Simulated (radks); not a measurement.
Neutral cobalt, configuration [Ar] 3d6 4s2 4d1 (not the ground configuration).

All-electron calculation, scalar-relativistic Kohn-Sham, revPBE, spin-polarised, spherical densities, finite nucleus; open shells are filled with parallel spins first; Fermi nuclear charge, rms radius 3.7875 fm. Program: a radial shooting solver on a logarithmic mesh with Libxc functionals.

Energy parts (hartree):
total: -1392.95287
kinetic: 1410.99187
electron-nucleus: -3326.03714
Hartree: 581.29004
exchange-correlation: -59.19765

Orbitals (lengths in bohr, moments of r in powers of bohr):
1s up: occ. 1; eigenvalue (hartree) -279.4982; <1/r> 27.03; <r> 0.05619; <r^4> 0.00004638
1s down: occ. 1; eigenvalue (hartree) -279.4984; <1/r> 27.03; <r> 0.05619; <r^4> 0.00004637
2s up: occ. 1; eigenvalue (hartree) -33.53954; <1/r> 5.810; <r> 0.2556; <r^4> 0.01038
2s down: occ. 1; eigenvalue (hartree) -33.45793; <1/r> 5.821; <r> 0.2552; <r^4> 0.01029
2p up: occ. 3; eigenvalue (hartree) -28.77770; <1/r> 5.700; <r> 0.2252; <r^4> 0.007878
2p down: occ. 3; eigenvalue (hartree) -28.71654; <1/r> 5.709; <r> 0.2247; <r^4> 0.007798
3s up: occ. 1; eigenvalue (hartree) -4.27792; <1/r> 1.847; <r> 0.7676; <r^4> 0.7444
3s down: occ. 1; eigenvalue (hartree) -4.10313; <1/r> 1.837; <r> 0.7707; <r^4> 0.7607
3p up: occ. 3; eigenvalue (hartree) -2.91685; <1/r> 1.708; <r> 0.8052; <r^4> 1.011
3p down: occ. 3; eigenvalue (hartree) -2.74509; <1/r> 1.696; <r> 0.8108; <r^4> 1.052
3d up: occ. 5; eigenvalue (hartree) -0.77076; <1/r> 1.372; <r> 0.9584; <r^4> 3.437
3d down: occ. 1; eigenvalue (hartree) -0.61083; <1/r> 1.331; <r> 1.006; <r^4> 4.645
4s up: occ. 1; eigenvalue (hartree) -0.42111; <1/r> 0.5310; <r> 2.464; <r^4> 78.29
4s down: occ. 1; eigenvalue (hartree) -0.38614; <1/r> 0.5065; <r> 2.563; <r^4> 92.62
4d up: occ. 1; eigenvalue (hartree) -0.02917; <1/r> 0.1329; <r> 9.148; <r^4> 15320

The highest occupied level is 4d up at -0.794 eV. The electron density at the nucleus is 1.739e+04 e/bohr^3 (large components only). Summed over all electrons, <r^2> = 124.6 bohr^2, which gives a Langevin (diamagnetic) susceptibility term of -98.6 x 10^-6 cm^3/mol. Spin moment in Bohr magnetons: 5. The spin density at the nucleus is 0.017 e/bohr^3 (1s -0.019, 2s -2.669, 3s 1.457, 4s 1.248). The density falls to 0.001 e/bohr^3 at r = 4.15 bohr.

Empty levels of this run are not shown, since the potential may be unsettled where no density lies.
